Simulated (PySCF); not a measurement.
**Static response to an electric field**

C4H7FSi.
Atom-mapped SMILES: `[F:1][C:2]1=[CH:3][CH2:4][SiH2:5][CH2:6]1` (hydrogens: H7 on C3; H8, H9 on C4; H10, H11 on Si5; H12, H13 on C6)

Structure used (PBE0-D3(BJ)/def2-SVP), in Å, numbered top down from 1:
```xyz
13
C4H7FSi angstrom
F     -2.0253   -1.0299    1.9694
C     -1.1293   -0.5550    1.1015
C     -0.4954   -1.3517    0.2324
C      0.5002   -0.7261   -0.7050
Si     0.4206    1.1170   -0.2281
C     -0.8683    0.9149    1.1577
H     -0.7067   -2.4250    0.2174
H      1.5103   -1.1508   -0.5733
H      0.2327   -0.8947   -1.7624
H      1.7186    1.6620    0.2717
H     -0.0650    1.9929   -1.3365
H     -1.7952    1.4880    0.9877
H     -0.4930    1.2078    2.1529
```

Level: CAM-B3LYP/def2-SVPD (PySCF), static field, nuclei fixed, core orbitals frozen in the response. The polarisability tensor in these axes (au):

```
x    67.31   1.29 -10.65
y     1.29  76.75   2.92
z   -10.65   2.92  69.63
```

Give the principal values, the mean and the anisotropy Δα = √{½[(α1 − α2)² + (α2 − α3)² + (α1 − α3)²]}.

Principal values 57.31, 76.55 and 79.83 au; mean 71.23 au = 10.56 Å³ = 11.74 × 10⁻⁴⁰ C²·m²/J; Δα = 21.06 au (30 % of the mean).

What is the dipole moment, and where does it point?

(0.99, 0.55, -0.93) D, 1.47 D in size, pointing from the negative to the positive side. Measured along this direction, the outermost atoms are F1 at the negative end and H10 and H11 at the positive end.

What would n − 1 = 2πNα be for an ideal gas of these molecules at 400 K and 1 atm, electronic part alone?

N = p/kT = 1.8347 × 10¹⁹ cm⁻³, so n − 1 = 2π × N × 10.56 × 10⁻²⁴ cm³ = 1217 × 10⁻⁶ at long wavelengths, for an ideal gas.

Give the eigenvalues of the traceless quadrupole moment Θ = ½Σq(3rr − r²1), origin at the centre of nuclear charge.

-6.50, 0.93, 5.56 D·Å. The values depend on the origin, since the dipole doesn't vanish. The electronic extent ⟨r²⟩ about the same centre is 718 bohr², a root-mean-square distance of 1.93 Å for the 54 electrons.

Orientational against electronic polarisability at 273 K (dilute gas, rigid molecules)?

In Gaussian units μ²/3kT = 19.05 Å³ against 10.56 Å³, a ratio of 1.80; the Debye molar polarisation (4π/3)N_A(α + μ²/3kT) is 74.7 cm³/mol, leaving out the vibrational part.

Molar refractivity from α?

Lorentz–Lorenz: R = (4π/3)N_A α = 2.5225 cm³/(mol·Å³) × 10.56 Å³ = 26.6 cm³/mol, in the limit of long wavelengths.

Isolated species at its PBE0-D3(BJ)/def2-SVP geometry, gas phase.

The run behind these numbers computed excited states as well. The run took about 40 s of CPU time (one thread, shared machine).
